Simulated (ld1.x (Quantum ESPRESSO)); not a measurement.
# What one change does to a pseudopotential (Bi, TM semilocal)

ld1.x (Quantum ESPRESSO) 7.5 input, shortened:

```
&input
   title='Bi', zed=83., rel=1, dft='PBE', iswitch=3,
   config='[Xe] 4f14 5d10 6s1 6p4'
 /
 &inputp
   pseudotype=1, tm=.true., lloc=1,
   nlcc=.true., new_core_ps=.true., rcore=1.70
 /
2
6S  1  0   1.00   0.00  1.90  1.90  0.0
6P  2  1   4.00   0.00  1.95  1.95  0.0
 &test
   configts(1)='6s1 6p4'
 /
```

Change: wave 6s (bound): rc 1.90 bohr becomes 6s (bound): rc 2.28 bohr.

Cutoffs: the cutoffs (Ry, on a coarse ladder) from which the occupation-weighted sum of valence levels, in a spherical-Bessel basis at the reference potential, stays within 10 and 1 mRy of its value at 400 Ry; they do not see the model core or the augmentation charge, which bear on the density cutoff. Errors are all-electron minus pseudo energies relative to the spin-unpolarised reference configuration.

Q: How do hardness, ghosts and transferability respond?

A: The potential gets neither clearly harder nor softer (30 Ry and 55 Ry → 30 Ry and 55 Ry); the p channel sets the loose cutoff, while the largest relative change is in s, which becomes softer; of the 7 tests that both files solve, the error grows in 4 and shrinks in 0 by more than 15 % and 0.3 meV (median size 25.5 → 32.0 meV); neither file shows a bound ghost. More of the atom is replaced by a form fitted at one configuration, so other configurations suffer. A semilocal file is local in each channel, so a ghost entry of none says nothing of the separable form that plane-wave codes build from it.

| quantity | base | changed |
| --- | --- | --- |
| cutoff, loose | 30 Ry | 30 Ry |
| cutoff, tight | 55 Ry | 55 Ry |
| loose cutoff by channel (10 mRy a level) | s 21 Ry, p 21 Ry | s 18 Ry, p 21 Ry |
| bound ghosts | none | none |
| error for 6s2 6p3, meV [ΔE -10.08 eV] | -23 | -28 |
| error for 6s2 6p2, meV [ΔE -2.17 eV] | -15 | -21 |
| error for 6s2 6p1, meV [ΔE 13.08 eV] | -35 | -40 |
| error for 6s2 6p3.3, meV [ΔE -11.18 eV] | -25 | -29 |
| error for 6s2 6p0, meV [ΔE 36.42 eV] | -152 | -150 |
| error for 6s1 6p0, meV [ΔE 81.83 eV] | -609 | -595 |
| error for 6s0 6p5, meV [ΔE 10.42 eV] | -25 | -32 |
